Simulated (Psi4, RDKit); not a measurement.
Internal rotation in C8H8O2, SMILES Cc1ccccc1C(=O)O. Scanned: dihedral O9–C8–O10–H18; all other coordinates were relaxed at GFN2-xTB. Points at φ and −φ are mirror images. Heavy atoms are numbered in the order of the SMILES Cc1ccccc1C(=O)O, hydrogens after them in the order of the atoms that carry them; the mirror image has the same energies with the sign of each dihedral reversed.

Levels of theory: UFF // GFN2-xTB (RDKit); PBE-D3(BJ)/def2-SVP // GFN2-xTB (Psi4).

Energies relative to the lowest point of each profile, in kcal/mol:

```
φ / °  UFF
-----  ---
-120   3.1
-90    5.9
-60    4.0
-15    0.2
15     0.2
60     4.0
75     5.4
105    5.0
120    3.1
135    1.2
150    0.1
165    0.0
```

Question: Estimate the PBE-D3(BJ)/def2-SVP values at these points.

Answer: -120: 10.8; -90: 12.7; -60: 8.8; -15: 0.7; 15: 0.7; 60: 8.8; 75: 11.4; 105: 12.4; 120: 10.8; 135: 8.7; 150: 6.8; 165: 5.8 (kcal/mol).
